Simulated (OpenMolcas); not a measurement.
Ce3+ in SrF2

Ce3+ with its 8 nearest fluoride ions at 2.473 Å, on the Sr site of SrF2 (a = 5.796 Å, distance in the model lattice 2.510 Å). The rest of the host is ab initio model potentials to 7.6 Å and point charges beyond; the distance is set by hand and nothing relaxes, and no local charge compensation is placed. Ligand basis ANO-RCC-VDZP.
```
Ce    0.0000    0.0000    0.0000
F     1.4278    1.4278    1.4278
F     1.4278    1.4278   -1.4278
F     1.4278   -1.4278    1.4278
F     1.4278   -1.4278   -1.4278
F    -1.4278    1.4278    1.4278
F    -1.4278    1.4278   -1.4278
F    -1.4278   -1.4278    1.4278
F    -1.4278   -1.4278   -1.4278
```

```
Program             : OpenMolcas
Method              : CASSCF
Basis               : ANO-RCC-VDZP [7s6p4d2f1g]
Scalar Hamiltonian  : DKH2, point nucleus
Active space        : 1 electron in 7 orbitals (4f)
State averaging     : 2S+1 = 2 odd, 7 roots
Spin-orbit coupling : RASSI with atomic mean-field integrals over the reference wave functions
```

The lowest spin-free states (labels of O, the rotations of Oh), above the lowest:

```csv
State,Degeneracy,E (cm-1),Free-ion L (%)
2T2,3,0.0,F (100)
2T1,3,42.0,F (100)
2A2,1,1563,F (100)
```

The lowest levels with spin-orbit coupling:

| E (cm-1) | Degeneracy | Label | 2S+1 | J | |mJ| (%) | g |
| --- | --- | --- | --- | --- | --- | --- |
| 0.0 | 4 | Γ8 | 2 | 2.51 | 1/2 (50) |  |
| 420.0 | 2 | Γ7 | 2 | 2.59 | 3/2 (79) | 1.41 1.41 1.41 |
| 2366 | 4 | Γ8 | 2 | 3.51 | 3/2 (38) |  |
| 2382 | 2 | Γ6 | 2 | 3.51 | 1/2 (58) | 2.65 2.65 2.65 |
| 3462 | 2 | Γ7 | 2 | 3.44 | 5/2 (71) | 3.41 3.41 3.41 |

Powder χT (cm3 K/mol): 0.493 at 2 K, 0.5 at 10 K, 0.536 at 50 K, 0.58 at 100 K, 0.653 at 200 K, 0.697 at 300 K. The effective moment at 300 K is 2.828 √(χT) = 2.36 μB.

Hund's rules give f1 the level 2F5/2 with g = 0.857, so an isolated free-ion multiplet has χT = g² J(J+1) / 8 = 0.804 cm3 K/mol. The computed 0.697 at 300 K differs by -13 %, through the field's splitting, the mixing of terms and any other multiplet in reach.

Stevens parameters of the J = 5/2 multiplet, which is 420 cm-1 wide (cm-1, z along the main axis): B40 = -1.157e+00, B44 = -5.902e+00.

Metal share of the active 4f orbitals (Löwdin): 99, 99, 99, 99, 100, 100, 100 %; Mulliken charge of the metal 2.32.

No measured value stands beside these numbers; the geometry was set by hand and not optimised.
